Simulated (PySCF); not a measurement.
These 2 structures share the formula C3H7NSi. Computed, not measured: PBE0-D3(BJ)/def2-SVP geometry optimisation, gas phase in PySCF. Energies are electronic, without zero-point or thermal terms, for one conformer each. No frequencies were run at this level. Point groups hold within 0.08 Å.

**Question.** Order them by energy at this level, lowest first, and give relative energies in kcal/mol.
A. `[H]/[N:1]=[CH:2]\[C@@H:3]1[CH2:4][SiH2:5]1` with N1–C2–C3–C4 -152°
B. `[CH:1]#[C:2][Si@@H:3]([CH3:4])[NH2:5]` with C2–Si3–N5–H -174° and 46°

**Answer.** B (0.0), A (19.6).

As drawn, the lower has a C≡C bond, which the higher lacks; the higher has a three-membered ring and a C=N bond, which the lower lacks.

```
                 SMILES      E (Eh)  E rel (kcal/mol)  dipole (D)  point group     A, B, C (MHz)
         C#C[Si@@H](C)N  -462.20507               0.0        0.95           C1  5744, 2774, 2084
[H]/N=C\[C@@H]1C[SiH2]1  -462.17380              19.6        3.02           C1  9725, 2332, 2102
```

**Question.** How do the relative energies change in single points at B3LYP/pcSseg-2 (no added dispersion term) on the same geometries?

**Answer.** 
```
                 SMILES  PBE0-D3(BJ)/def2-SVP (kcal/mol)  B3LYP/pcSseg-2 (kcal/mol)  shift
         C#C[Si@@H](C)N                              0.0                        0.0    0.0
[H]/N=C\[C@@H]1C[SiH2]1                             19.6                       33.9  +14.3
```

Each column counts from its own lowest isomer. The order is unchanged; the largest shift is 14.3 kcal/mol.
